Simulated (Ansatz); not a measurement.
A search over several starts for the lowest SCF solution of the cluster Te₄Se⁻ at the given spin, in a small basis.

```yaml
crystal:
  periodic: [false, false, false]
  atoms:
    - {symbol: Se, position_ang: [-1.399127, -3.031961, 0.954413]}
    - {symbol: Te, position_ang: [1.817047, -0.219872, -0.042195]}
    - {symbol: Te, position_ang: [0.150435, -1.355400, 1.904061]}
    - {symbol: Te, position_ang: [0.481186, 2.242615, -0.306565]}
    - {symbol: Te, position_ang: [-1.049542, 2.364618, -2.509714]}
basis:
  gaussian: {orbitals: def2-SVP, initial_orbitals: start.molden}
total_charge: -1
magnetization: {spin_polarized: true, initial_magnetization: 1}
hamiltonian: {xc: pbe, dispersion: d4}
output: {orbitals: {seedname: orbitals}}
```

The file start.molden holds the orbitals of an earlier run on this structure, at another level or in another basis.

```sh
$ ansatz run in.yaml --threads 4 --pin off --events-out ev --progress --plain --max-ram 4787MiB
```

Shortened log:

```
Functional definition: PBE
1626 factors; their error is unknown
mean field evaluation 1: about -94509.1247 eV, gradient 2.2e1 eV
mean field evaluation 2: about -94509.3850 eV, gradient 4.1e-1 eV
mean field evaluation 4: about -94509.2882 eV, gradient 6.4e-2 eV
mean field evaluation 8: about -94509.2882 eV, gradient 2.1e-5 eV
mean field evaluation 16: about -94509.0266 eV, gradient 1.9e0 eV
mean field evaluation 32: about -94506.9643 eV, gradient 5.8e0 eV
mean field evaluation 64: about -94508.2087 eV, gradient 3.0e0 eV
mean field -94509.28818281 eV, -3473.1522800218 hartree, gradient 2.1e-5 eV, S^2 0.756316; 7 other end points of the search recorded, 0 dependent functions left out
reference -94509.28821856 eV, -3473.1522813357 hartree; 66, 65 occupied and 70, 71 virtual orbitals, 1626 factors
Total energy: -94509.65287062 eV, -3473.1656820518 hartree
```

It took 15 s on 4 threads of Arm Neoverse V1 on a shared host.

In the def2 sets Te takes a core potential; there is no spin–orbit coupling. Another isomer (doublet) lies 0.16 eV lower at PBE0-D4/def2-TZVPD; other spin states weren't run for this one.
